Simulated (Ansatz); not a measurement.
`C=C[SiH](F)O[SiH3]` + CH₃OH → `C=C[SiH](F)OC` + `O[SiH3]`  (ligand exchange at the Si–O bond)

Calculated with Ansatz (gas phase, PBE0-D4/def2-TZVP geometries, no zero-point term in ΔE). CCSD(T)/CBS adds triple-zeta CCSD(T) − MP2 to the extrapolated MP2 energy (def2 sets, frozen cores). This one scheme is used for every species. DFT in def2-TZVPP. One conformer a species, not always the lowest.

Q: Is it downhill or uphill in electronic energy at CCSD(T)/CBS, and by how much? (Best estimate.)

A: The calculation gave: Uphill: ΔE = +0.20 eV.

Q: What do these levels give: PBE-D4, r2SCAN-D4, PBE0-D4, ωB97X-V, r2SCAN, PBE0, HF/def2-TZVPP, MP2/def2-TZVPP, MP2/def2-QZVPP, SCS-MP2/def2-QZVPP, HF/CBS(def2), MP2/CBS(def2)? (Estimate.)

A: Computed: PBE-D4 0.16, r2SCAN-D4 0.18, PBE0-D4 0.19, ωB97X-V 0.18, r2SCAN 0.18, PBE0 0.19, HF/def2-TZVPP 0.27, MP2/def2-TZVPP 0.18, MP2/def2-QZVPP 0.19, SCS-MP2/def2-QZVPP 0.20, HF/CBS(def2) 0.29, MP2/CBS(def2) 0.19 eV.

Largest T1 diagnostic among the species: 0.012.

In def2-TZVPP, CCSD(T) changes the Hartree–Fock value by −0.08 eV (the triples alone add −0.02 eV) and MP2 by −0.10 eV.
